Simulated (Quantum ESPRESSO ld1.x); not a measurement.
One sound ld1.x (Quantum ESPRESSO 7.5) input for the molybdenum ion Mo2+ gives E = -3972.2508 hartree in 28 iterations:

```
 &input
    zed=42.0,
    iswitch=1,
    rel=0,
    lsd=1,
    dft='PZ',
    config='[Kr] 4d4',
    prefix='ld1',
    max_out_wfc=37,
    file_charge='ld1.rho',
 /
```

Changed or added lines, one case at a time, and what came of them:

- rel=2 relpert=.true. (without lsd): refused. The program stops in ld1_readin with "perturbative SO-splitting for AE calculations with rel=0 only": the perturbative correction needs rel = 0.
- beta=0.95: harmless. The Broyden-type mixing copes: 11 iterations against 28, same energy.
- beta=0.01: harmless. The cycle still converges, in 168 iterations against 28.
- config='[Kr] 4d': refused. The program stops in el_config with "no occupancy field?": each term needs its occupation.
- config='[Kr] 4d4 2d1': refused. The program stops in el_config with "main/angular quantum number mismatch": l must be smaller than n.
- rel=2: refused. The program stops in ld1_readin with "local spin density and spin-orbit not allowed": spin polarisation goes with rel = 0 or 1 alone.
- lsd=2: refused. The program stops in ld1_readin with "lsd not correct": lsd takes 0 or 1.
